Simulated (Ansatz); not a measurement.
A nudged elastic band was laid between two geometries of Cl2GaH2O (6 atoms, charge 0, multiplicity 2).

The calculation used UHF/def2-SVP (Ansatz 0.2.0).

```
movable images  : 5
climbing image  : yes
spring          : 5.0 eV/Å²
optimiser       : quadratic models (default)
start path      : through a guess of the saddle point
force threshold : 0.05 eV/Å
iteration limit : 60
end points      : relaxed
```

Initial state:

```xyz
6
Properties=species:S:1:pos:R:3
Ga 0.012 -0.561 0.379
H 0.224 -2.094 0.381
Cl 1.658 0.825 0.078
Cl -1.944 0.316 0.011
O -0.108 -0.100 2.579
H -0.356 0.814 2.749
```

Final state:

```xyz
6
Properties=species:S:1:pos:R:3
Ga 0.089 1.039 0.511
H 0.661 -1.138 1.959
Cl 1.529 -0.158 -0.661
Cl -2.034 0.673 0.022
O 0.053 -0.422 2.112
H -0.813 -0.796 2.234
```

(1) Which bonds break or form, and what moves?

(2) Give the energies along the band, and the barrier.

(3) What is the geometry of the highest image?

## Answers

(1) Bonds broken: Ga1–H2. Bonds formed: H2–O5.

(2) It converged. The highest image is number 2 of 0 to 6, 1.00 eV above the first end and 2.21 eV above the last; the last end lies 1.20 eV below the first. The profile has 2 maxima (images 2, 5) with wells between them (image 3): this band takes more than one step, which may be the mechanism or a detour left from its start path. Neighbouring images differ by up to 2.1 eV, so the band resolves the path poorly. A vibrational analysis at the climbing image gives one clearly imaginary mode, 1514i cm⁻¹: a first-order saddle point.

```
image  path coordinate (Å)  energy (eV)  Ga1–H2 (Å)  H2–O5 (Å)
    0                 0.00         0.00        1.55       2.99
    1                 1.22         0.07        1.55       2.72
    2                 2.43         1.00        1.75       1.35
    3                 3.49        -1.05        2.62       0.95
    4                 4.54        -0.85        2.78       0.95
    5                 5.59        -0.82        2.77       0.95
    6                 6.64        -1.20        2.68       0.95
```

(3) 
```xyz
6
Properties=species:S:1:pos:R:3
Ga 0.022 -0.144 0.380
H 0.224 -1.285 1.689
Cl 1.736 0.609 -0.661
Cl -1.960 0.285 -0.343
O 0.149 -0.094 2.330
H -0.686 -0.172 2.783
```

Run time: 5.2 min on 2 threads of Intel(R) Xeon(R) Platinum 8375C CPU @ 2.90GHz (Ice Lake) (shared host), peak memory 0.31 GiB.
